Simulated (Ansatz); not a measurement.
Reactions of `C=C[SiH2][GeH3]`.

Isolated molecules relaxed with PBE0-D4/def2-TZVP in Ansatz; ΔE leaves out vibrations. CBS: MP2 limit from def2 TZ/QZ plus the TZ coupled-cluster correction, frozen cores. This one scheme is used for every species. For Ge outer-core shells are correlated without core-valence functions, which leaves a few kJ/mol of doubt a bond. Scalar relativity is left out up to krypton. Each species was taken in one conformer, which may not be the lowest.

(1) Order these by ΔE at CCSD(T)/CBS, lowest first. (An estimate is asked.)
A. `C=C[SiH2][GeH3]` + CH₃NH₂ → `C[NH][GeH3]` + `C=C[SiH3]`
B. `C=C[SiH2][GeH3]` + HCl → `Cl[SiH2][GeH3]` + `C=C`
C. `C=C[SiH2][GeH3]` + `CC#CS` → `CC#C[S][GeH3]` + `C=C[SiH3]`
D. `C=C[SiH2][GeH3]` + `NC#CO` → `NC#C[O][GeH3]` + `C=C[SiH3]`

Largest T1 diagnostic: 0.013, for `NC#C[O][GeH3]`.

## Answers

(1) B (-21.5 kcal/mol), C (-7.5 kcal/mol), D (-3.0 kcal/mol), A (+4.8 kcal/mol).
